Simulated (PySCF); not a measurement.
Calculation: PBE0-D3(BJ)/def2-TZVP run with PySCF 2.14.0. Gas-phase values, no solvent. One relaxed conformer stands for a flexible species; it need not be the lowest. Delta-SCF ions had no search for a lower state. Excitations are Tamm–Dancoff values on a coarser integration grid. The basis has no diffuse functions, so Rydberg states are missing or too high.

Reference species (SMILES): `C=[SiH]C#CC` (neutral, multiplicity 1).

```
Property                                  Value
--------------------------------------  -------
vertical ionisation energy (Delta-SCF)  7.98 eV
T1 excitation (TDA)                     2.44 eV
```

Changed species: `C=C[SiH]=C` (C–C–Si–C torsion 15°) (X = vinyl; the reference has X = propynyl).

Problem. Give the shifts of the vertical ionisation energy (Delta-SCF) and T1 excitation (TDA).

Solution. the vertical ionisation energy (Delta-SCF) increases by 0.08 eV, to 8.06 eV; the T1 excitation (TDA) decreases by 0.17 eV, to 2.27 eV.
